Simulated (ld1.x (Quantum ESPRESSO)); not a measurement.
# Cr (Z = 24): one change to a TM potential, before and after

* Element: chromium (Cr)
* Generator: ld1.x (Quantum ESPRESSO) 7.5
* Type: norm-conserving Troullier–Martins (Kleinman–Bylander form)
* Functional: PBE
* Relativity: fully relativistic
* Frozen core: [Ne] 3s2
* Valence charge: 12
* Reference configuration: 3p6 3d5 4s1 4p0
* Partial waves: 4s (bound): rc 1.90 bohr; 3p (bound): rc 0.80 bohr; 3d (bound): rc 2.25 bohr
* Local potential: all-electron potential smoothed inside 2.05 bohr (lloc = -1)
* Core correction: none

Open shells are filled in proportion to 2j + 1 (rel_dist='average').

All-electron outer shells of the reference configuration (PBE, scalar-relativistic, ld1.x):

```tsv
shell	level (eV)	outermost node (bohr)	outermost maximum (bohr)
2p	-560.70	–	0.20
3s	-73.99	0.36	0.78
3p	-45.44	0.33	0.80
4s	-4.01	1.12	2.74
3d	-2.91	–	0.84
4p	-0.99	1.25	3.94
```

Change: core correction a·sin(br)/r model core inside 0.74 bohr.

Cutoffs: the cutoffs (Ry, on a coarse ladder) from which the occupation-weighted sum of valence levels, in a spherical-Bessel basis at the reference potential, stays within 10 and 1 mRy of its value at 400 Ry; they do not see the model core or the augmentation charge, which bear on the density cutoff. Errors are all-electron minus pseudo energies relative to the spin-unpolarised reference configuration.

Problem. Predict the effect on cutoff, ghosts and configuration errors.

Solution. The potential gets neither clearly harder nor softer (110 Ry and 230 Ry → 110 Ry and 230 Ry); of the 7 tests that both files solve, the error grows in 2 and shrinks in 2 by more than 15 % and 0.3 meV (median size 48.1 → 54.7 meV); neither file shows a bound ghost at the reference potential, the only one tested. A model core, the more so a compact one, raises the density cutoff, which this test does not measure.

```tsv
quantity	base	changed
cutoff, loose	110 Ry	110 Ry
cutoff, tight	230 Ry	230 Ry
bound ghosts	none	none
error for 3p6 3d5 4s0 4p0, meV [ΔE 6.90 eV]	+6.1	+1.4
error for 3p6 3d4 4s0 4p0, meV [ΔE 22.95 eV]	-3.0	-25
error for 3p6 3d3 4s0 4p0, meV [ΔE 53.70 eV]	+224	+143
error for 3p6 3d4 4s1 4p0, meV [ΔE 7.99 eV]	+95	+89
error for 3p6 3d4 4s1 4p1, meV [ΔE 3.51 eV]	-48	-55
error for 3p6 3d6 4s0 4p0, meV [ΔE 1.73 eV]	-2.1	-4.4
error for 3p5 3d5 4s1 4p0, meV [ΔE 51.52 eV]	-154	-163
s: phases at 2.44 bohr within 0.05 rad from the reference energy up to (Ry; the scan ends near 5)	0.1	0.1
p1/2: phases at 2.44 bohr within 0.05 rad from the reference energy up to (Ry; the scan ends near 5)	0.0	0.0
p3/2: phases at 2.44 bohr within 0.05 rad from the reference energy up to (Ry; the scan ends near 5)	0.1	0.1
d3/2: phases at 2.44 bohr within 0.05 rad from the reference energy up to (Ry; the scan ends near 5)	1.2	1.2
d5/2: phases at 2.44 bohr within 0.05 rad from the reference energy up to (Ry; the scan ends near 5)	1.2	1.2
```

Base: These tests converged, but a pseudo level misses the all-electron one widely, so the file describes the atom poorly there or has found another state: 3p6 3d3 4s0 4p0: empty 4s by 4.3 eV (a node warning on the way). Changed file: These tests converged, but a pseudo level misses the all-electron one widely, so the file describes the atom poorly there or has found another state: 3p6 3d3 4s0 4p0: empty 4s by 4.3 eV (a node warning on the way).
